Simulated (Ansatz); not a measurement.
A run for Ansatz (a program for electronic structure): R-B3LYP/def2-TZVPPD on H2 (SMILES [H][H]) with ghost functions, monomers drawn apart or pushed together. Files ending in .json are basis or fitting sets from the Basis Set Exchange.

Ansatz 0.2 input:
```yaml
crystal:
  periodic: [false, false, false]
  atoms:
    - {symbol: H, position_ang: [-0.31912008, 0.13186912, 5.47303311]}
    - {symbol: H, position_ang: [-0.28815272, 0.09337341, 4.73024414]}
basis:
  gaussian:
    orbitals: def2-TZVPPD.json
    ghost_atoms:
      - {symbol: As, position_ang: [-0.01652219, -0.20099965, -0.24595522]}
      - {symbol: H, position_ang: [-1.13293795, 0.52466262, 0.49771225]}
      - {symbol: H, position_ang: [1.05462639, 0.42673172, 0.63978478]}
      - {symbol: H, position_ang: [-0.13015301, -1.42010948, 0.66334398]}
hamiltonian:
  xc: {name: B3LYP}
scf: {lower_state_search: off}
```

The log:

```
WARN ansatz: RAYON_NUM_THREADS=1 ignored (pool sized by the plan → 1); use --threads N
Functional definition: B3LYP
these checks for a lower state are left out or cut short: stability, starts, cluster_reference, orbital_swaps, neighbouring_geometries, increment
integrals: 0.03 GiB planned
673 factors; their error is unknown
mean field: 0.33 GiB planned
mean field evaluation 1: about -31.9503 eV, gradient 7.0e0 eV
mean field evaluation 2: about -32.1057 eV, gradient 1.5e0 eV
mean field evaluation 4: about -32.1137 eV, gradient 1.3e-2 eV
mean field evaluation 8: about -32.1099 eV, gradient 1.1e-4 eV
mean field -32.10994739 eV, -1.1800188019 hartree, gradient 1.3e-6 eV, S^2 0.000000; 0 other end points of the search recorded, 0 dependent functions left out
reference -32.11008697 eV, -1.1800239310 hartree; 1, 1 occupied and 138, 138 virtual orbitals, 673 factors
Total energy: -32.11008697 eV, -1.1800239310 hartree
Checks for a lower state left out: stability, starts, cluster_reference, orbital_swaps, neighbouring_geometries, increment
```

The calculation finished and met its thresholds.

Cost: about 0.6 core-seconds (a rough figure).
